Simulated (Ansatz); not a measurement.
A search over several starts for the lowest SCF solution of the cluster MgF3 at the given spin, in a small basis.

```yaml
crystal:
  periodic: [false, false, false]
  atoms:
    - {symbol: Mg, position_ang: [-0.000606, -0.001467, -0.000228]}
    - {symbol: F, position_ang: [-0.796729, -0.079094, 1.632760]}
    - {symbol: F, position_ang: [-0.851909, 0.806619, -1.389172]}
    - {symbol: F, position_ang: [1.649244, -0.726057, -0.243360]}
basis:
  gaussian: {orbitals: def2-SVP}
magnetization: {spin_polarized: true, initial_magnetization: 1}
hamiltonian: {xc: pbe0, dispersion: d4}
output: {orbitals: {seedname: orbitals}}
```

```sh
$ ansatz run in.yaml --threads 4 --pin off --events-out ev --progress --plain --max-ram 3916MiB
```

Shortened log:

```
Functional definition: PBE0
534 factors; integrals over basis functions are off by at most 4.3e-4 eV
mean field evaluation 1: about -13574.2048 eV, gradient 2.9e1 eV
mean field evaluation 2: about -13571.9981 eV, gradient 4.1e1 eV
mean field evaluation 4: about -13576.9573 eV, gradient 8.5e-1 eV
mean field evaluation 8: about -13577.0430 eV, gradient 7.1e-1 eV
mean field evaluation 16: about -13577.0451 eV, gradient 1.7e-3 eV
mean field evaluation 32: about -13577.0451 eV, gradient 4.0e-6 eV
mean field -13577.04507462 eV, -498.9472036406 hartree, gradient 4.0e-6 eV, S^2 0.759239; 6 other end points of the search recorded, 0 dependent functions left out
reference -13577.04512142 eV, -498.9472053604 hartree; 20, 19 occupied and 40, 41 virtual orbitals, 534 factors
Total energy: -13577.07589118 eV, -498.9483361282 hartree
```

It took 1.9 s on 4 threads of Arm Neoverse V1 on a shared host.

The structure comes from a short search, and lower isomers may exist.
